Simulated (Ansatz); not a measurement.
A short molecular-dynamics run on `F[SiH2]B[SiH3]`.

```yaml
crystal:
  periodic: [false, false, false]
  atoms:
    - {symbol: F, position_ang: [-2.182444, 0.965114, 0.116026]}
    - {symbol: Si, position_ang: [-0.884795, 1.317559, -0.764959]}
    - {symbol: B, position_ang: [0.679092, 0.146649, -0.357465]}
    - {symbol: Si, position_ang: [0.677797, -1.364731, 0.958035]}
    - {symbol: H, position_ang: [-1.278725, 1.188464, -2.195451]}
    - {symbol: H, position_ang: [-0.534081, 2.739025, -0.486548]}
    - {symbol: H, position_ang: [1.661601, 0.350798, -1.013311]}
    - {symbol: H, position_ang: [0.155072, -2.521329, 0.166383]}
    - {symbol: H, position_ang: [-0.236999, -1.145842, 2.109197]}
    - {symbol: H, position_ang: [2.026583, -1.726907, 1.470893]}
basis:
  gaussian: {orbitals: def2-SVP}
hamiltonian: {xc: {name: revPBE}}
md: {timestep: 1 fs, n_steps: 20, ensemble: nve, temperature: 1500, initial_velocities: maxwell_boltzmann, seed: 202}
```

```sh
$ ansatz run in.yaml --threads 2 --pin off --events-out ev --progress --plain --max-ram 4352MiB
```

```json
{"step": "0", "time (fs)": "0.0", "potential energy (eV)": "-19233.9298", "kinetic (eV)": "1.5511", "T (K)": "1500", "conserved (eV)": "-19232.3787"}
{"step": "1", "time (fs)": "1.0", "potential energy (eV)": "-19233.8579", "kinetic (eV)": "1.4814", "T (K)": "1433", "conserved (eV)": "-19232.3765"}
{"step": "2", "time (fs)": "2.0", "potential energy (eV)": "-19233.7052", "kinetic (eV)": "1.3323", "T (K)": "1288", "conserved (eV)": "-19232.3729"}
{"step": "3", "time (fs)": "3.0", "potential energy (eV)": "-19233.5246", "kinetic (eV)": "1.1540", "T (K)": "1116", "conserved (eV)": "-19232.3706"}
{"step": "4", "time (fs)": "4.0", "potential energy (eV)": "-19233.3549", "kinetic (eV)": "0.9854", "T (K)": "953", "conserved (eV)": "-19232.3695"}
{"step": "5", "time (fs)": "5.0", "potential energy (eV)": "-19233.2157", "kinetic (eV)": "0.8469", "T (K)": "819", "conserved (eV)": "-19232.3689"}
{"step": "6", "time (fs)": "6.0", "potential energy (eV)": "-19233.1177", "kinetic (eV)": "0.7493", "T (K)": "725", "conserved (eV)": "-19232.3684"}
{"step": "7", "time (fs)": "7.0", "potential energy (eV)": "-19233.0675", "kinetic (eV)": "0.6989", "T (K)": "676", "conserved (eV)": "-19232.3685"}
{"step": "8", "time (fs)": "8.0", "potential energy (eV)": "-19233.0617", "kinetic (eV)": "0.6919", "T (K)": "669", "conserved (eV)": "-19232.3698"}
{"step": "9", "time (fs)": "9.0", "potential energy (eV)": "-19233.0800", "kinetic (eV)": "0.7079", "T (K)": "685", "conserved (eV)": "-19232.3721"}
{"step": "10", "time (fs)": "10.0", "potential energy (eV)": "-19233.0899", "kinetic (eV)": "0.7161", "T (K)": "693", "conserved (eV)": "-19232.3737"}
{"step": "11", "time (fs)": "11.0", "potential energy (eV)": "-19233.0702", "kinetic (eV)": "0.6975", "T (K)": "675", "conserved (eV)": "-19232.3726"}
{"step": "12", "time (fs)": "12.0", "potential energy (eV)": "-19233.0421", "kinetic (eV)": "0.6736", "T (K)": "651", "conserved (eV)": "-19232.3686"}
{"step": "13", "time (fs)": "13.0", "potential energy (eV)": "-19233.0676", "kinetic (eV)": "0.7020", "T (K)": "679", "conserved (eV)": "-19232.3656"}
{"step": "14", "time (fs)": "14.0", "potential energy (eV)": "-19233.1880", "kinetic (eV)": "0.8196", "T (K)": "793", "conserved (eV)": "-19232.3684"}
{"step": "15", "time (fs)": "15.0", "potential energy (eV)": "-19233.3617", "kinetic (eV)": "0.9867", "T (K)": "954", "conserved (eV)": "-19232.3750"}
{"step": "16", "time (fs)": "16.0", "potential energy (eV)": "-19233.4905", "kinetic (eV)": "1.1112", "T (K)": "1075", "conserved (eV)": "-19232.3793"}
{"step": "17", "time (fs)": "17.0", "potential energy (eV)": "-19233.5077", "kinetic (eV)": "1.1294", "T (K)": "1092", "conserved (eV)": "-19232.3783"}
{"step": "18", "time (fs)": "18.0", "potential energy (eV)": "-19233.4233", "kinetic (eV)": "1.0491", "T (K)": "1015", "conserved (eV)": "-19232.3742"}
{"step": "19", "time (fs)": "19.0", "potential energy (eV)": "-19233.2984", "kinetic (eV)": "0.9283", "T (K)": "898", "conserved (eV)": "-19232.3702"}
{"step": "20", "time (fs)": "20.0", "potential energy (eV)": "-19233.1945", "kinetic (eV)": "0.8263", "T (K)": "799", "conserved (eV)": "-19232.3682"}
```

Velocities are drawn at the set temperature; a run this short doesn't reach equilibrium.

Frames (Å, forces in eV/Å):

```xyz
10
time=0.0 fs
F    -2.182    0.965    0.116   -1.311   -0.361    0.892
Si   -0.885    1.318   -0.765    1.017    0.135   -0.562
B     0.679    0.147   -0.357   -0.207   -0.001    0.108
Si    0.678   -1.365    0.958    0.033    0.192   -0.051
H    -1.279    1.188   -2.195   -0.058   -0.014   -0.385
H    -0.534    2.739   -0.487    0.126    0.363    0.035
H     1.662    0.351   -1.013    0.436    0.076   -0.276
H     0.155   -2.521    0.166   -0.127   -0.287   -0.166
H    -0.237   -1.146    2.109   -0.224    0.015    0.280
H     2.027   -1.727    1.471    0.313   -0.116    0.125
10
time=1.0 fs
F    -2.164    0.964    0.117   -1.768   -0.542    1.194
Si   -0.885    1.313   -0.767    0.987    0.044   -0.942
B     0.659    0.160   -0.351   -0.152   -0.387    0.312
Si    0.676   -1.361    0.953   -0.480   -0.235    0.571
H    -1.299    1.203   -2.193   -0.017   -0.052   -0.409
H    -0.563    2.711   -0.480    0.314    0.882    0.109
H     1.665    0.313   -0.957    0.706    0.217   -0.505
H     0.158   -2.570    0.178    0.081    0.136    0.025
H    -0.283   -1.181    2.141    0.310   -0.051   -0.345
H     2.041   -1.708    1.488    0.019   -0.012   -0.011
10
time=2.0 fs
F    -2.147    0.964    0.119   -2.199   -0.714    1.481
Si   -0.885    1.309   -0.770    0.924    0.085   -1.367
B     0.639    0.173   -0.345    0.202   -0.735    0.352
Si    0.674   -1.357    0.947   -0.850   -0.671    1.074
H    -1.319    1.218   -2.195    0.042   -0.083   -0.361
H    -0.589    2.691   -0.472    0.460    1.271    0.161
H     1.675    0.276   -0.906    0.712    0.306   -0.559
H     0.161   -2.617    0.190    0.252    0.519    0.169
H    -0.327   -1.217    2.169    0.717   -0.057   -0.803
H     2.056   -1.690    1.505   -0.260    0.079   -0.148
10
time=3.0 fs
F    -2.131    0.962    0.122   -2.579   -0.866    1.736
Si   -0.885    1.305   -0.773    0.838    0.370   -1.776
B     0.618    0.185   -0.339    0.867   -1.069    0.261
Si    0.672   -1.354    0.943   -1.092   -1.049    1.452
H    -1.339    1.232   -2.200    0.116   -0.107   -0.256
H    -0.611    2.683   -0.462    0.539    1.400    0.162
H     1.692    0.243   -0.861    0.433    0.374   -0.470
H     0.167   -2.659    0.204    0.374    0.821    0.249
H    -0.363   -1.254    2.190    0.988   -0.021   -1.090
H     2.068   -1.670    1.520   -0.484    0.147   -0.267
10
time=4.0 fs
F    -2.116    0.961    0.125   -2.885   -0.985    1.941
Si   -0.884    1.301   -0.777    0.727    0.923   -2.110
B     0.599    0.197   -0.332    1.710   -1.409    0.130
Si    0.670   -1.351    0.938   -1.238   -1.332    1.715
H    -1.358    1.244   -2.208    0.195   -0.125   -0.119
H    -0.628    2.688   -0.451    0.549    1.226    0.096
H     1.713    0.214   -0.819   -0.015    0.449   -0.326
H     0.176   -2.693    0.220    0.447    1.026    0.266
H    -0.390   -1.291    2.200    1.141    0.038   -1.236
H     2.076   -1.650    1.533   -0.630    0.190   -0.354
10
time=5.0 fs
F    -2.102    0.958    0.130   -3.096   -1.063    2.079
Si   -0.883    1.297   -0.781    0.581    1.653   -2.336
B     0.581    0.207   -0.325    2.547   -1.744    0.030
Si    0.667   -1.348    0.934   -1.318   -1.508    1.876
H    -1.375    1.256   -2.216    0.269   -0.139    0.021
H    -0.639    2.706   -0.439    0.508    0.817   -0.022
H     1.734    0.188   -0.781   -0.471    0.537   -0.206
H     0.190   -2.717    0.238    0.477    1.129    0.227
H    -0.407   -1.327    2.199    1.193    0.109   -1.266
H     2.078   -1.627    1.543   -0.691    0.208   -0.404
10
time=6.0 fs
F    -2.091    0.956    0.135   -3.199   -1.095    2.141
Si   -0.882    1.294   -0.786    0.393    2.403   -2.439
B     0.565    0.215   -0.318    3.235   -2.044   -0.010
Si    0.664   -1.346    0.931   -1.344   -1.571    1.941
H    -1.390    1.266   -2.225    0.330   -0.149    0.142
H    -0.645    2.731   -0.427    0.444    0.311   -0.163
H     1.751    0.168   -0.745   -0.818    0.626   -0.146
H     0.208   -2.731    0.259    0.469    1.129    0.137
H    -0.411   -1.362    2.185    1.153    0.184   -1.192
H     2.073   -1.603    1.548   -0.662    0.206   -0.410
10
time=7.0 fs
F    -2.080    0.952    0.142   -3.189   -1.083    2.118
Si   -0.881    1.292   -0.792    0.173    3.037   -2.415
B     0.553    0.222   -0.311    3.693   -2.271   -0.004
Si    0.660   -1.345    0.929   -1.316   -1.519    1.903
H    -1.401    1.274   -2.232    0.369   -0.157    0.223
H    -0.648    2.759   -0.417    0.375   -0.171   -0.296
H     1.759    0.154   -0.710   -1.002    0.702   -0.148
H     0.231   -2.733    0.281    0.428    1.021   -0.002
H    -0.405   -1.396    2.160    1.013    0.255   -1.008
H     2.062   -1.576    1.550   -0.545    0.186   -0.371
10
time=8.0 fs
F    -2.072    0.948    0.150   -3.072   -1.030    2.013
Si   -0.879    1.290   -0.799   -0.055    3.477   -2.263
B     0.543    0.226   -0.304    3.881   -2.398    0.029
Si    0.656   -1.344    0.927   -1.214   -1.345    1.746
H    -1.409    1.282   -2.237    0.382   -0.162    0.254
H    -0.646    2.785   -0.409    0.310   -0.558   -0.403
H     1.758    0.146   -0.677   -1.004    0.755   -0.204
H     0.258   -2.726    0.303    0.360    0.796   -0.188
H    -0.389   -1.427    2.126    0.754    0.313   -0.695
H     2.045   -1.548    1.548   -0.343    0.154   -0.288
10
time=9.0 fs
F    -2.065    0.944    0.158   -2.863   -0.945    1.831
Si   -0.878    1.290   -0.807   -0.265    3.697   -1.983
B     0.537    0.229   -0.297    3.774   -2.409    0.068
Si    0.651   -1.343    0.926   -1.005   -1.043    1.451
H    -1.413    1.287   -2.240    0.367   -0.166    0.229
H    -0.642    2.806   -0.406    0.254   -0.826   -0.478
H     1.748    0.146   -0.646   -0.814    0.779   -0.303
H     0.288   -2.712    0.323    0.271    0.455   -0.417
H    -0.366   -1.455    2.084    0.354    0.344   -0.231
H     2.025   -1.518    1.543   -0.072    0.115   -0.167
10
time=10.0 fs
F    -2.059    0.939    0.168   -2.581   -0.833    1.586
Si   -0.877    1.291   -0.815   -0.437    3.706   -1.585
B     0.535    0.229   -0.290    3.366   -2.302    0.102
Si    0.646   -1.343    0.925   -0.667   -0.629    1.017
H    -1.414    1.291   -2.240    0.324   -0.169    0.148
H    -0.635    2.820   -0.407    0.205   -0.975   -0.521
H     1.729    0.153   -0.617   -0.431    0.773   -0.436
H     0.321   -2.693    0.339    0.175    0.018   -0.674
H    -0.339   -1.480    2.041   -0.190    0.335    0.382
H     2.005   -1.487    1.537    0.236    0.078   -0.019
10
time=11.0 fs
F    -2.055    0.934    0.179   -2.248   -0.702    1.291
Si   -0.876    1.294   -0.824   -0.562    3.525   -1.094
B     0.535    0.228   -0.283    2.689   -2.094    0.122
Si    0.641   -1.343    0.925   -0.224   -0.168    0.505
H    -1.411    1.294   -2.239    0.257   -0.172    0.022
H    -0.626    2.824   -0.413    0.165   -1.010   -0.533
H     1.707    0.168   -0.593    0.121    0.742   -0.589
H     0.355   -2.673    0.349    0.091   -0.446   -0.927
H    -0.314   -1.502    2.001   -0.816    0.279    1.071
H     1.987   -1.456    1.531    0.527    0.047    0.131
10
time=12.0 fs
F    -2.052    0.928    0.190   -1.886   -0.558    0.965
Si   -0.875    1.297   -0.833   -0.647    3.178   -0.549
B     0.538    0.224   -0.275    1.854   -1.816    0.112
Si    0.636   -1.343    0.925    0.213    0.210    0.068
H    -1.406    1.294   -2.238    0.171   -0.176   -0.135
H    -0.616    2.818   -0.424    0.134   -0.934   -0.514
H     1.685    0.190   -0.574    0.747    0.701   -0.735
H     0.391   -2.658    0.349    0.043   -0.823   -1.120
H    -0.297   -1.521    1.971   -1.361    0.193    1.652
H     1.974   -1.424    1.526    0.731    0.025    0.255
10
time=13.0 fs
F    -2.050    0.922    0.201   -1.517   -0.405    0.623
Si   -0.874    1.302   -0.843   -0.709    2.680   -0.005
B     0.543    0.219   -0.268    1.079   -1.499    0.036
Si    0.631   -1.343    0.924    0.480    0.337   -0.094
H    -1.400    1.293   -2.238    0.080   -0.181   -0.293
H    -0.604    2.803   -0.440    0.117   -0.741   -0.462
H     1.671    0.218   -0.563    1.252    0.662   -0.827
H     0.426   -2.651    0.340    0.039   -0.986   -1.193
H    -0.294   -1.538    1.957   -1.611    0.125    1.887
H     1.967   -1.391    1.523    0.790    0.008    0.326
10
time=14.0 fs
F    -2.048    0.916    0.213   -1.157   -0.245    0.281
Si   -0.874    1.308   -0.852   -0.771    2.043    0.479
B     0.548    0.212   -0.261    0.616   -1.153   -0.152
Si    0.626   -1.343    0.924    0.493    0.118    0.115
H    -1.392    1.291   -2.241   -0.003   -0.186   -0.420
H    -0.592    2.781   -0.460    0.119   -0.427   -0.376
H     1.669    0.253   -0.559    1.405    0.615   -0.811
H     0.463   -2.654    0.318    0.066   -0.867   -1.108
H    -0.305   -1.554    1.962   -1.451    0.117    1.656
H     1.969   -1.359    1.523    0.683   -0.014    0.335
10
time=15.0 fs
F    -2.047    0.910    0.225   -0.818   -0.080   -0.050
Si   -0.873    1.314   -0.861   -0.852    1.284    0.856
B     0.554    0.205   -0.253    0.577   -0.751   -0.474
Si    0.621   -1.343    0.924    0.336   -0.396    0.594
H    -1.385    1.286   -2.248   -0.066   -0.191   -0.481
H    -0.578    2.755   -0.485    0.142    0.001   -0.257
H     1.680    0.293   -0.563    1.113    0.524   -0.663
H     0.499   -2.664    0.286    0.097   -0.510   -0.877
H    -0.330   -1.569    1.982   -0.968    0.170    1.063
H     1.977   -1.327    1.527    0.439   -0.050    0.290
10
time=16.0 fs
F    -2.047    0.904    0.237   -0.507    0.088   -0.363
Si   -0.874    1.321   -0.870   -0.955    0.442    1.105
B     0.560    0.197   -0.247    0.844   -0.271   -0.892
Si    0.616   -1.343    0.924    0.171   -1.036    1.136
H    -1.378    1.280   -2.259   -0.100   -0.191   -0.456
H    -0.562    2.729   -0.511    0.184    0.502   -0.119
H     1.702    0.339   -0.574    0.510    0.359   -0.416
H     0.537   -2.680    0.246    0.103   -0.038   -0.556
H    -0.365   -1.582    2.012   -0.370    0.249    0.347
H     1.989   -1.295    1.533    0.120   -0.103    0.214
10
time=17.0 fs
F    -2.047    0.897    0.249   -0.228    0.255   -0.650
Si   -0.874    1.328   -0.879   -1.063   -0.390    1.243
B     0.568    0.188   -0.241    1.183    0.270   -1.332
Si    0.611   -1.343    0.925    0.100   -1.633    1.584
H    -1.373    1.272   -2.275   -0.106   -0.183   -0.345
H    -0.545    2.708   -0.539    0.231    0.986    0.015
H     1.729    0.388   -0.588   -0.159    0.127   -0.138
H     0.576   -2.696    0.200    0.077    0.422   -0.209
H    -0.403   -1.593    2.045    0.171    0.316   -0.298
H     2.002   -1.264    1.542   -0.204   -0.170    0.131
10
time=18.0 fs
F    -2.047    0.891    0.261    0.016    0.417   -0.910
Si   -0.875    1.335   -0.887   -1.139   -1.077    1.321
B     0.576    0.180   -0.236    1.418    0.821   -1.725
Si    0.607   -1.344    0.926    0.133   -2.086    1.875
H    -1.368    1.262   -2.294   -0.091   -0.164   -0.168
H    -0.526    2.697   -0.566    0.253    1.318    0.109
H     1.754    0.438   -0.604   -0.708   -0.131    0.111
H     0.615   -2.708    0.153    0.021    0.789    0.112
H    -0.440   -1.600    2.076    0.579    0.355   -0.785
H     2.014   -1.235    1.552   -0.482   -0.242    0.060
10
time=19.0 fs
F    -2.047    0.885    0.272    0.226    0.572   -1.141
Si   -0.876    1.341   -0.895   -1.140   -1.496    1.392
B     0.586    0.173   -0.232    1.485    1.323   -2.024
Si    0.602   -1.346    0.927    0.233   -2.355    2.008
H    -1.364    1.251   -2.315   -0.068   -0.134    0.041
H    -0.505    2.698   -0.593    0.212    1.381    0.140
H     1.772    0.487   -0.618   -1.058   -0.376    0.300
H     0.655   -2.712    0.106   -0.051    1.034    0.381
H    -0.471   -1.605    2.099    0.846    0.363   -1.108
H     2.020   -1.208    1.562   -0.685   -0.312    0.012
10
time=20.0 fs
F    -2.047    0.880    0.282    0.402    0.713   -1.340
Si   -0.878    1.347   -0.902   -1.045   -1.611    1.485
B     0.597    0.166   -0.231    1.383    1.733   -2.209
Si    0.598   -1.348    0.930    0.358   -2.439    1.999
H    -1.361    1.238   -2.335   -0.048   -0.094    0.245
H    -0.481    2.712   -0.618    0.094    1.151    0.110
H     1.781    0.533   -0.630   -1.205   -0.579    0.419
H     0.694   -2.707    0.063   -0.128    1.155    0.587
H    -0.494   -1.606    2.112    0.989    0.344   -1.289
H     2.021   -1.184    1.572   -0.799   -0.372   -0.007
```

Hardware: 2 threads of an Arm Neoverse V2 on a shared host. Wall time 33 s, peak host memory 0.41 GiB.
